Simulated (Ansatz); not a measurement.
`C[Se]BF` + `CNC` → `CN(C)BF` + `C[SeH]` at 400 K and 1 bar (ligand exchange at a B–Se bond).

Gas-phase electronic energies from Ansatz, PBE0-D4/def2-TZVP geometries. CBS: MP2 limit from def2 TZ/QZ plus the TZ coupled-cluster correction, frozen cores. For Se outer-core shells are correlated without core-valence functions, which leaves a few kJ/mol of doubt a bond. Scalar relativity is left out up to krypton. Each species was taken in one conformer, which may not be the lowest.

```csv
species,CCSD(T)/CBS energy (Eh),H − E (kJ/mol),S (J/(mol·K))
`C[Se]BF`,-2565.82397,166.7,350.0
`CNC`,-135.00321,264.6,293.2
`CN(C)BF`,-259.69840,290.1,348.9
`C[SeH]`,-2441.15625,135.4,284.5
```

H − E and S are ideal-gas, rigid-rotor, harmonic terms from PBE0-D4/def2-TZVP, for one conformer and one mirror image of each species. 1 Eh = 2625.50 kJ/mol, R = 8.31446 J/(mol·K).

Question: By hand: ΔE, ΔH, ΔS and ΔG.

Answer: ΔE = (-259.69840) + (-2441.15625) − (-2565.82397) − (-135.00321) = -0.02747 Eh = -72.1 kJ/mol. Δ(H − E) = 290.1 + 135.4 − 166.7 − 264.6 = -5.8, so ΔH = -77.9 kJ/mol. ΔS = 348.9 + 284.5 − 350.0 − 293.2 = -9.8 J/(mol·K). ΔG = -77.9 − 400 × (-9.8)/1000 = -74.0 kJ/mol.

Question: By hand: the equilibrium constant, and the temperature at which ΔG would vanish if ΔH and ΔS stayed fixed.

Answer: log₁₀ K = −ΔG/(RT ln 10) = 9.7. ΔG = 0 at ΔH/ΔS = 7949 K, far beyond where these terms or the molecules hold.

The number of gas molecules stays the same, so ΔS is small and ΔH decides. A doubt of 5 kJ/mol in ΔE shifts log₁₀ K by 0.7 here. Other conformers and mirror images would add mixing entropy, several J/(mol·K) or more a flexible species. These are equilibria of isolated gas molecules and say nothing of rates. Largest T1 diagnostic: 0.012 (customary marks: 0.02 for closed shells, 0.045 for open ones).
